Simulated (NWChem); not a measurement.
Species: C₂H₄AlNO₂; SMILES C[O][AlH][N]=C=O

```xyz
10

Al    -1.1695    -0.6123    -0.0791
H     -2.7298    -0.5548    -0.1862
N     -0.1963     0.8724     0.0569
C      0.4392     1.8875     0.1480
O      1.0582     2.8746     0.2366
O     -0.4030    -2.1115    -0.0934
C      0.8467    -2.7138    -0.0330
H      1.0300    -3.3172    -0.9393
H      1.6713    -1.9828     0.0570
H      0.9065    -3.3959     0.8331
```
Atoms are numbered in this order, from 1.

Level: PBE0/def2-SVP (NWChem), optimised geometry, unscaled harmonic frequencies. 

| frequency (cm⁻¹) | IR intensity (km/mol) |
|---|---|
| 50 | 1.8 |
| 73 | 0.0 |
| 106 | 2.2 |
| 109 | 5.0 |
| 161 | 9.6 |
| 293 | 35.9 |
| 490 | 166.7 |
| 551 | 70.1 |
| 640 | 31.1 |
| 652 | 38.3 |
| 662 | 101.1 |
| 765 | 248.9 |
| 1186 | 15.7 |
| 1191 | 0.1 |
| 1280 | 347.2 |
| 1475 | 2.1 |
| 1478 | 1.2 |
| 1482 | 21.5 |
| 1522 | 31.7 |
| 2034 | 138.0 |
| 2458 | 1466.7 |
| 3012 | 86.2 |
| 3096 | 42.7 |
| 3105 | 33.9 |

```yaml
zero_point_energy: 39.8 kcal/mol
thermal correction to the enthalpy at 298.15 K (with zero-point energy): 45.4 kcal/mol
heat capacity Cv: 24.2 cal/(mol K)
entropy at 298.15 K and 1 atm (symmetry number 1): 89.9 cal/(mol K)
dipole_moment: 1.75 D
```

Rigid rotor and harmonic oscillator; modes under 100 cm⁻¹ make the entropy uncertain.
